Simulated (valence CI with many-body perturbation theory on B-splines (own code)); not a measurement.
# Valence orbitals of Pb⁷⁵⁺

Computed by configuration interaction combined with many-body perturbation theory (CI+MBPT): five valence electrons over a frozen Dirac-Fock core [He], radial functions for each j: 11 s, 11 p, 10 d, 8 f, 5 g, 2 h, with the one-electron correlation potential Σ1, the two-electron term Σ2, the three-electron term Σ3, Breit, model QED; selected CI, second order for the rest, scaled by the run's own slope (own B-spline code, finite nucleus).

No measured spectrum was set against this ion. As an estimate, large intervals hold to a few tenths of a per cent, small ones and those within an open d or f shell to about a per cent. Among the levels kept, up to 7700 cm⁻¹ of a level comes from second order outside the variational space, and about a tenth of that is noise between levels of different J, which matters for small intervals.

These are the spectroscopic orbitals of the CI (the correlating ones are not listed), shaped by the core and the other valence electrons. h is the expectation value of the core's Dirac-Fock operator, without the valence repulsion; Σ1 is computed up to l = 3 at one energy for each symmetry, that of its lowest orbital but kept below the first core excitation, so for empty shells it is not the orbital's own correlation shift; Breit and QED include the response of the core, and the two lowest orbitals of each symmetry also the frequency dependence of Breit exchange, which makes a step in that column.

| Orbital | h (hartree) | Σ1 (cm⁻¹) | Breit (cm⁻¹) | QED (cm⁻¹) | ⟨r⟩ (bohr) |
| --- | --- | --- | --- | --- | --- |
| 2s1/2 | -918.15 | -1660 | 178995 | 230865 | 0.06510 |
| 3s1/2 | -395.6 | -423 | 48592 | 65662 | 0.1543 |
| 4s1/2 | -217.71 | -167 | 18956 | 26635 | 0.2835 |
| 5s1/2 | -137.27 | -82.3 | 9392 | 13300 | 0.4520 |
| 6s1/2 | -94.309 | -46.5 | 5318 | 7561 | 0.6600 |
| 7s1/2 | -68.737 | -28.8 | 3298 | 4701 | 0.9072 |
| 2p1/2 | -909.46 | -5034 | 362353 | 18539 | 0.05319 |
| 3p1/2 | -393.15 | -1171 | 94073 | 3839 | 0.1433 |
| 4p1/2 | -216.71 | -452 | 36389 | 1469 | 0.2732 |
| 5p1/2 | -136.77 | -221 | 17944 | 719 | 0.4425 |
| 6p1/2 | -94.024 | -125 | 10138 | 405 | 0.6513 |
| 7p1/2 | -68.559 | -77.1 | 6281 | 250 | 0.8993 |
| 2p3/2 | -819.7 | -2581 | 106294 | 35994 | 0.06147 |
| 3p3/2 | -366.45 | -612 | 30020 | 9496 | 0.1552 |
| 4p3/2 | -205.56 | -239 | 15546 | 3837 | 0.2890 |
| 5p3/2 | -131.11 | -118 | 7827 | 1923 | 0.4623 |
| 6p3/2 | -90.777 | -66.9 | 4480 | 1098 | 0.6752 |
| 7p3/2 | -66.528 | -41.6 | 2802 | 686 | 0.9269 |
| 3d3/2 | -365.58 | -270 | 3215 | -173 | 0.1308 |
| 4d3/2 | -205.19 | -119 | 1777 | 89.6 | 0.2653 |
| 5d3/2 | -130.92 | -61.8 | 847 | 78.4 | 0.4393 |
| 6d3/2 | -90.669 | -36.0 | 512 | 54.7 | 0.6527 |
| 7d3/2 | -66.46 | -22.7 | 331 | 37.8 | 0.9053 |
| 3d5/2 | -358.45 | -216 | 1019 | 2824 | 0.1346 |
| 4d5/2 | -202.16 | -94.0 | 566 | 1334 | 0.2700 |
| 5d5/2 | -129.37 | -48.7 | 262 | 712 | 0.4450 |
| 6d5/2 | -89.771 | -28.3 | 159 | 420 | 0.6595 |
| 7d5/2 | -65.896 | -17.9 | 103 | 267 | 0.9131 |
| 4f5/2 | -202.03 | -20.1 | 17.8 | -337 | 0.2320 |
| 5f5/2 | -129.31 | -11.5 | 14.8 | -162 | 0.4073 |
| 6f5/2 | -89.738 | -7.1 | 8.8 | -90.0 | 0.6221 |
| 7f5/2 | -65.875 | -4.6 | 6.2 | -55.3 | 0.8762 |
| 4f7/2 | -200.59 | -18.4 | 5.4 | 319 | 0.2345 |
| 5f7/2 | -128.57 | -10.4 | 4.5 | 175 | 0.4102 |
| 6f7/2 | -89.308 | -6.4 | 2.5 | 105 | 0.6254 |
| 7f7/2 | -65.604 | -4.1 | 1.8 | 67.6 | 0.8800 |
| 5g7/2 | -128.55 |  | 0.1 | -111 | 0.3579 |
| 6g7/2 | -89.297 |  | 0.1 | -64.0 | 0.5733 |
| 7g7/2 | -65.597 |  | 0.1 | -40.2 | 0.8280 |
| 5g9/2 | -128.11 |  | 0.0 | 88.7 | 0.3598 |
| 6g9/2 | -89.044 |  | 0.0 | 51.9 | 0.5754 |
| 7g9/2 | -65.437 |  | 0.0 | 32.9 | 0.8304 |
| 6h9/2 | -89.043 |  |  |  | 0.5096 |
| 6h11/2 | -88.875 |  |  |  | 0.5111 |

Among the shells of the start configuration 2s2 2p3, Σ1 is largest in size for 2p1/2, where it is 0.0025 % of h.

Lowest root of each symmetry, sizes in configuration state functions:

| J | Parity | Roots | Reference | Variational | Second order | Change by selected CI (cm⁻¹) | Change by second order (cm⁻¹) |
| --- | --- | --- | --- | --- | --- | --- | --- |
| 1/2 | even | 27 | 102 | 31996 | 294362 | -48167 | -1233 |
| 3/2 | even | 34 | 157 | 31997 | 860208 | -47376 | -2891 |
| 5/2 | even | 29 | 157 | 31994 | 1129009 | -39273 | -2943 |
| 7/2 | even | 13 | 110 | 31989 | 804894 | -35860 | -3433 |
| 9/2 | even | 5 | 67 | 31997 | 463424 | -36444 | -1162 |
| 1/2 | odd | 27 | 101 | 32000 | 380730 | -39806 | -1246 |
| 3/2 | odd | 36 | 159 | 31996 | 650280 | -41276 | -1890 |
| 5/2 | odd | 29 | 151 | 32000 | 931542 | -35590 | -3096 |
| 7/2 | odd | 17 | 113 | 31994 | 894499 | -33671 | -4356 |
| 9/2 | odd | 6 | 65 | 31979 | 424483 | -30595 | -1142 |
| 11/2 | odd | 2 | 33 | 32000 | 209112 | -36190 | -426 |
